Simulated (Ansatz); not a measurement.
Species: H₃BO₃, SMILES `OB(O)O` with one electron removed (charge 1, multiplicity 2), formula H3BO3.

**Question.** How many basis functions does frozen-core CCSD(T)/cc-pVTZ // CAM-B3LYP-D3(BJ)/def2-TZVP (Ansatz, a first-principles code) use, how many core orbitals are frozen, and how many electrons are correlated?

**Answer.** 162 basis functions and 4 frozen orbitals, which leaves 23 correlated electrons. Core time is of the order of minutes.
